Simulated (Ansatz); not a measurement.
A made-up structure of SiCl$_{2}$O, singlet:

O1  (1.864, -2.917, -0.046)
Si2  (0.079, 0.129, 0.145)
Cl3  (0.639, -1.772, -0.161)
Cl4  (-1.363, 0.588, -1.172)
(Å)

It is relaxed with PBE-D4/def2-SVP and then PBE0-D4/def2-TZVP (Ansatz 0.2.0). Atoms count as bonded within 1.22 times the sum of their covalent radii (H–H: 0.88 Å). The end point is not checked to be a true minimum.

Question: Does its bonding change? (Judge from chemistry; the calculation decides.)

Answer: The calculation gives: No: no bond forms or breaks.

Where it ends: The first stage lowers the energy by 1.21 eV in 7 steps. It ends as SiCl₂O ([O][Cl][Si][Cl]):
```xyz
4
angstrom
O 1.7280 -2.5924 0.1851
Si 0.2511 0.0534 0.2191
Cl 0.5571 -1.9173 -0.5754
Cl -1.3176 0.4835 -1.0624
```

Labels in which every atom is bracketed show which atoms are joined, not bond orders.

For scale, one of the runs: PBE0-D4/def2-TZVP relaxation, 142 basis functions, launched by `ansatz run in.yaml --threads 2 --pin off --events-out ev --progress --plain --max-ram 4352MiB`. The run took about 17 s on 2 CPU threads of an Arm Neoverse V2 (shared host).
